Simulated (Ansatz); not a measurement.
Problem. Name a neutral molecule of C, F and H with size of the dipole moment (PBE/def2-TZVPP) between 1.45 and 1.75 D and size of the dipole moment (B3LYP/def2-TZVPP) between 1.65 and 1.95 D (Ansatz, PBE0-D4/def2-TZVP geometry).

Solution. `Cc1ccc(F)cc1` (1.70 D, 1.86 D). Other molecules can fit too; these were computed, each in one conformer that needn't be the lowest.

B3LYP here is the variant with VWN-RPA as its local correlation; programs differ in this.
